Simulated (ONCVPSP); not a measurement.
**In, ONCV: configuration errors across variants**

```
Element                 : indium (In)
Generator               : ONCVPSP 4.0.1
Type                    : optimised norm-conserving Vanderbilt (ONCV)
Functional              : PBEsol
Relativity              : scalar-relativistic
Frozen core             : [Ar] 3d10 4s2
Valence charge          : 19
Reference configuration : 4p6 4d10 5s2 5p1
Partial waves           : 5s: rc 2.05 bohr, ncon 5, nbas 8, qcut 3.1 1/bohr, 2 projectors, debl 0.8 Ha; 4p+5p: rc 1.85 bohr, ncon 4, nbas 7, qcut 6.6 1/bohr, 3 projectors, debl 0.5 Ha; 4d: rc 1.20 bohr, ncon 3, nbas 6, qcut 8.8 1/bohr, 2 projectors, debl 3.7 Ha; f scattering state at 0.09 Ha: rc 1.95 bohr, ncon 4, nbas 7, qcut 6.3 1/bohr, 3 projectors, debl 0.5 Ha
Local potential         : polynomial inside 1.20 bohr (lpopt 5, dvloc0 2 Ha)
Core correction         : Teter function fitted to the true core (icmod 2), fcfact 0.15
```

All-electron excitation energies from the reference (eV): (1) 4p6 4d10 5s2 5p0 5.361; (2) 4p6 4d10 5s1 5p0 24.640; (3) 4p6 4d10 5s1 5p2 5.877.

A true bound ghost makes a file unfit for plane-wave use even where its test errors are small: the radial tests pick states by their node count and pass the ghost by.

Errors AE − PS in meV (a dash: test not solved or not reliable):

```
      change   (1)    (2)   (3)  bound ghosts  GHOST(+) flags above zero
        base  -1.3  -10.0  -7.2             s                          f
s: debl 0.35  -1.3   -9.4  -7.0             s                       s, f
 s: debl 0.6  -1.3  -10.0  -7.2             s                          f
s: debl 0.85  -1.3  -10.0  -7.2             s                          f
 s: debl 1.6  -1.3    -10  -7.2             s                          f
s: debl 2.35  -1.4    -10  -7.2             s                          f
 s: debl 3.2  -1.4    -10  -7.2             s                          f
 s: debl 4.6  -1.8    -13  -7.5             s                          f
```

Give the same row for: s: debl 1.15.

-1.3, -10, -7.2; bound ghosts: s; GHOST(+) flags above zero: f.
